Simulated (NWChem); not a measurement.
C3H3NS2; SMILES Sc1cncs1

```xyz
9

S     -0.0564     2.1576     0.0594
C     -0.1802     0.4100    -0.0211
C     -1.3294    -0.3442    -0.0069
N     -1.1607    -1.6932     0.0139
C      0.1016    -1.9985     0.0178
S      1.1869    -0.6565     0.0143
H      0.3345     2.3658    -1.2200
H     -2.3321     0.0878    -0.0126
H      0.4822    -3.0234     0.0165
```
Atoms are numbered in this order, from 1.

Computed with NWChem. Pople sets run with spherical d functions. Geometry: optimised at PBE0/def2-SVP. Total energies compare along this basis series because the functional is fixed.

```csv
level,basis functions,energy (Ha),highest occupied level (eV),orbital gap (eV),dipole (D),relative time
B3LYP/STO-3G,41,-956.2759,-3.89,5.84,2.40,1
B3LYP/3-21G,68,-962.3357,-6.95,5.74,1.57,1
B3LYP/6-31G*,98,-967.2209,-6.81,5.62,1.44,4
B3LYP/6-31+G*,122,-967.2310,-7.02,5.51,1.62,7
B3LYP/6-311G**,142,-967.3279,-6.99,5.58,1.48,6
B3LYP/6-311++G**,169,-967.3334,-7.05,5.49,1.62,10
```

Relative times are rough (shared machine, one core).
